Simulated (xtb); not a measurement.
IIn, charge +1, doublet, geometry from GFN2-xTB (such geometries of metal compounds can be far from the true shape) (a state made from the parent by changing its charge; the spin is typed, not shown lowest).

Here is a job for xtb.
```
$ xtb mol.xyz --gfn 1 --chrg 1 --uhf 1 --json

# file mol.xyz
2

In    -0.00000000    -0.00000000    -1.69320062
I      0.00000000     0.00000000     1.56541190
```

### Question
What is the computed total energy (GFN1-xTB (xtb))?

### Answer
-5.0635 Eh

### Question
What partial charges in atom order does GFN1-xTB give?

### Answer
In1 0.79, I2 0.21
